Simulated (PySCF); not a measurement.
# Ho⁴⁴⁺: ionisation energy

Ho⁴⁴⁺ [Ar] 3d5 [3d3/2^4 3d5/2^1, M_J = 5/2] → Ho⁴⁵⁺ [Ar] 3d4 [3d3/2^4, M_J = 0], as a difference of total energies. Calculation: PySCF 2.14, in an uncontracted even-tempered set (16 s from 10 bohr⁻², ratio 2.8; 12 p from 13 bohr⁻², ratio 2.8; 8 d from 13 bohr⁻², ratio 2.8; 3 f from 45 bohr⁻², ratio 3); the two-component X2C-1e Hamiltonian. Correlated levels: [Ne] frozen; the 74 highest virtual spinors dropped. "Screened" scales the spin-orbit matrix elements by Boettger's factors to mimic the two-electron term; Breit and QED terms are absent.

```
                    method  ionisation energy (eV)
           GHF (spin-free)                  3630.1
          GMP2 (spin-free)                  3630.0
 GHF (screened spin-orbit)                  3593.1
GMP2 (screened spin-orbit)                  3592.9
```

Breit and QED terms and the two-electron picture change are absent.

The spin-free rows relax to the high-spin LS determinant and lack the spin-orbit shift.

The labels give the starting determinants; with spin-orbit coupling the two ends relaxed to ⟨J²⟩ = 8.75, ⟨L²⟩ = 5.24, ⟨S²⟩ = 3.25 and ⟨J²⟩ = 0.00, ⟨L²⟩ = 2.44, ⟨S²⟩ = 2.44.

For comparison: 3592 ± 4 eV (theoretical estimate listed by NIST; NIST Atomic Spectra Database, ionization energies).
